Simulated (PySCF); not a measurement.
SnI, SMILES [Sn+][I] (connectivity only; charge and spin as stated), charge +1, multiplicity 1.

Geometry: B3LYP-D3(BJ)/def2-TZVP. The multiplicity is an assumed one; other spin states were not compared. The def2 effective core potentials stand for the cores of I, Sn; spin–orbit coupling is left out.

Two levels are set side by side: PBE/def2-TZVPD (PySCF) and r2SCAN/def2-TZVPD (PySCF). Same geometry, gas phase. Differences are taken from unrounded values.

```tsv
quantity	PBE
orbital gap (eV)	3.03
highest occupied level (eV)	-12.38
lowest empty level (eV)	-9.35
mean polarisability (bohr³)	64.6
```

Question: These are the PBE values. What does r2SCAN give? (An estimate is asked for; the answer gives what the named calculation found.)

Answer: 
```
quantity                     r2SCAN  PBE minus r2SCAN
---------------------------  ------  ----------------
orbital gap (eV)               3.37             -0.34
highest occupied level (eV)  -12.66              0.27
lowest empty level (eV)       -9.28             -0.07
mean polarisability (bohr³)    63.5               1.1
```

Rough cost on one machine, each run with all the roots and properties that it gave: r2SCAN against PBE about 2 times.
